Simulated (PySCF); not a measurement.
C4H14N2OSi2.
Cartesian coordinates in Å at the GFN2-xTB level; atoms count from 1:
```
atom  x, y, z in Å
C1     3.0144    0.4722    0.6638
C2     2.4302   -0.3520   -0.4745
C3     1.3193   -1.2838   -0.0043
Si4   -0.1665   -0.3834    0.7524
N5    -1.6153   -1.2487    0.4518
C6    -2.8276   -0.4677    0.2894
Si7   -2.3217    1.2785   -0.2858
O8    -2.7662    1.6896   -1.7959
N9    -0.6246    1.0547   -0.1026
H10    3.3775   -0.1810    1.4545
H11    2.2577    1.1276    1.0873
H12    3.8452    1.0810    0.3117
H13    3.2302   -0.9418   -0.9333
H14    2.0362    0.3181   -1.2412
H15    0.9963   -1.8983   -0.8450
H16    1.7282   -1.9658    0.7409
H17    0.0789   -0.0416    2.1723
H18   -1.7747   -2.1598    0.8515
H19   -3.3840   -0.4098    1.2324
H20   -3.4852   -0.9693   -0.4278
H21   -2.9075    2.3583    0.4963
H22   -2.4802    1.1644   -2.5403
H23    0.0345    1.7854   -0.2977
```

ESP-fitted charges (e) from the PBE0/pcSseg-1 density (PySCF), one withheld:

```json
{"atom": "C1", "bonded to": "C2 H10 H11 H12", "charge": "-0.3394"}
{"atom": "C2", "bonded to": "C1 C3 H13 H14", "charge": "?"}
{"atom": "C3", "bonded to": "C2 Si4 H15 H16", "charge": "-0.3861"}
{"atom": "Si4", "bonded to": "C3 N5 N9 H17", "charge": "+0.6757"}
{"atom": "N5", "bonded to": "Si4 C6 H18", "charge": "-0.6462"}
{"atom": "C6", "bonded to": "N5 Si7 H19 H20", "charge": "-0.1725"}
{"atom": "Si7", "bonded to": "C6 O8 N9 H21", "charge": "+0.7582"}
{"atom": "O8", "bonded to": "Si7 H22", "charge": "-0.7078"}
{"atom": "N9", "bonded to": "Si7 Si4 H23", "charge": "-0.7978"}
{"atom": "H10", "bonded to": "C1", "charge": "+0.0869"}
{"atom": "H11", "bonded to": "C1", "charge": "+0.0656"}
{"atom": "H12", "bonded to": "C1", "charge": "+0.0772"}
{"atom": "H13", "bonded to": "C2", "charge": "-0.0372"}
{"atom": "H14", "bonded to": "C2", "charge": "-0.0517"}
{"atom": "H15", "bonded to": "C3", "charge": "+0.0726"}
{"atom": "H16", "bonded to": "C3", "charge": "+0.0901"}
{"atom": "H17", "bonded to": "Si4", "charge": "-0.1669"}
{"atom": "H18", "bonded to": "N5", "charge": "+0.3265"}
{"atom": "H19", "bonded to": "C6", "charge": "+0.0738"}
{"atom": "H20", "bonded to": "C6", "charge": "+0.0873"}
{"atom": "H21", "bonded to": "Si7", "charge": "-0.1283"}
{"atom": "H22", "bonded to": "O8", "charge": "+0.4423"}
{"atom": "H23", "bonded to": "N9", "charge": "+0.3767"}
```

Problem. What is the charge on C2?

Solution. The charges add up to the total charge, 0. The others sum to -0.3010, which leaves +0.3010 e for C2 (chain CH2 carbon); the computed value is +0.3007, the difference coming from rounding.

Problem. Add each hydrogen's charge to the atom that carries it.

Solution. C1 -0.1097, C2 +0.2118, C3 -0.2234, Si4 +0.5088, N5 -0.3197, C6 -0.0114, Si7 +0.6299, O8 -0.2655, N9 -0.4211.

Problem. Across which bond do the charges differ most?

Solution. Si7–N9: +0.7582 on Si7 against -0.7978 on N9, a difference of 1.5560 e. The lower charge is on the more electronegative element of the two (Pauling values: N 3.04, Si 1.90).

Problem. Take the bonds between elements whose Pauling electronegativities differ by more than 0.25. In how many does the more electronegative atom carry the lower charge?

Solution. In 19 of 21; it doesn't in C2–H13 and C2–H14.

Problem. How much positive and how much negative charge does this set hold in all?

Solution. +3.4336 e on 13 atoms and -3.4339 e on 10.

The ESP scheme is a least-squares fit of atom-centred charges to the potential on four shells outside the van der Waals surface, with the total charge fixed. Geometry: GFN2-xTB, one conformer, isolated molecule.
